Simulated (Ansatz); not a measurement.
Consider the ligand exchange at the Si–C bond: `B[SiH2][CH]1[NH][AlH]1` + `O[SiH2]F` → `B[SiH2]O[SiH2]F` + `[CH2]1[NH][AlH]1`.

Gas-phase electronic energies from Ansatz, PBE0-D4/def2-TZVP geometries. CBS: MP2 limit from def2 TZ/QZ plus the TZ coupled-cluster correction, frozen cores. Functionals use def2-TZVPP. One conformer a species, not always the lowest.

CCSD(T)/CBS gives -1.01 eV.

(1) Another level gave -0.99 eV. Which?
A. MP2/def2-TZVPP
B. PBE/def2-TZVPP
C. CCSD/def2-TZVPP
D. PBE0/def2-TZVPP

Largest T1 diagnostic among the species: 0.015.

Answers

(1) A. MP2/def2-TZVPP -0.99, CCSD/def2-TZVPP -1.07, PBE -0.85, PBE0 -0.93 eV.

From PBE to PBE0 (25 % exact exchange), in def2-TZVPP and without D4, ΔE moves by −0.08 eV. In def2-TZVPP, CCSD(T) changes the Hartree–Fock value by +0.30 eV (the triples alone add +0.06 eV) and MP2 by +0.32 eV.
